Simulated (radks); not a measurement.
Results of a calculation; reference values are marked as such.
Excited configurations of neutral sulfur: one electron is placed in a higher orbital outside [Ne] 3s2 3p3. The ground configuration is [Ne] 3s2 3p4. Level of theory: scalar-relativistic Kohn-Sham, PBEsol, spin-unpolarised, spherical densities, point nucleus (a radial shooting solver on a logarithmic mesh with Libxc functionals). Excitation = E - E(ground); binding = E(ion) - E, where the ion is the core of charge +1; n* = 1/sqrt(2 binding) in atomic units, and the quantum defect is n - n*.

outer orbital  excitation (eV)  binding (eV)     n*  quantum defect  eigenvalue (eV)  <r> (bohr)
3d                       9.816         1.917  2.664           0.336           -0.607       7.743
4s                       8.082         3.651  1.930           2.070           -2.035       5.803
4p                       9.280         2.453  2.355           1.645           -1.285       7.708
4f                      10.834         0.899  3.890           0.110           -0.430       17.59
5s                      10.014         1.719  2.813           2.187           -1.030       12.56
6f                      11.287         0.446  5.523           0.477           -0.280       44.80
7p                      11.175         0.558  4.937           2.063           -0.365       39.38
7d                      11.327         0.406  5.788           1.212           -0.269       53.54
7f                      11.397         0.336  6.360           0.640           -0.222       62.86

The Delta-SCF ionisation energy is 11.733 eV (NIST Atomic Spectra Database: 10.360 eV, measured). Self-interaction in the functional shifts the binding energies and quantum defects, so they are the method's values and not measured ones. Spin polarisation and multiplet splitting are left out, so open shells lie too high by an amount that depends on their filling.

Beside tabulated values, note that spin-unpolarised runs miss the spin-polarisation part of the exchange energy of open shells.
